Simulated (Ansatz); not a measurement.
Program: Ansatz. Geometries: PBE0-D4/def2-TZVP. ΔE: electronic, gas phase. CBS: MP2 limit from def2 TZ/QZ plus the TZ coupled-cluster correction, frozen cores. Double bonds are as drawn, so ΔE can hold a change between cis and trans. Functionals use def2-TZVPP. One conformer a species, not always the lowest.

`C#C[SiH2]CCl` + `C/C=C/O` → `C#C[SiH2]O` + `C/C=C/CCl`  (formal exchange of groups at the Si–C bond)

Question: Is it downhill or uphill in electronic energy at CCSD(T)/CBS, and by how much? (Best estimate.)

Answer: Ansatz gave: Downhill: ΔE = -1.47 eV.

Question: What do these levels give: PBE-D4, PBE0-D4, B2PLYP, r2SCAN, SCS-MP2/def2-TZVPP, CCSD/CBS(def2)? (Estimate.)

Answer: Computed: PBE-D4 -1.25, PBE0-D4 -1.32, B2PLYP -1.46, r2SCAN -1.38, SCS-MP2/def2-TZVPP -1.52, CCSD/CBS(def2) -1.50 eV.

Largest T1 diagnostic among the species: 0.012.

In def2-TZVPP, CCSD(T) changes the Hartree–Fock value by +0.12 eV (the triples alone add +0.02 eV) and MP2 by +0.05 eV. From PBE to PBE0 (25 % exact exchange), in def2-TZVPP and without D4, ΔE moves by −0.07 eV.
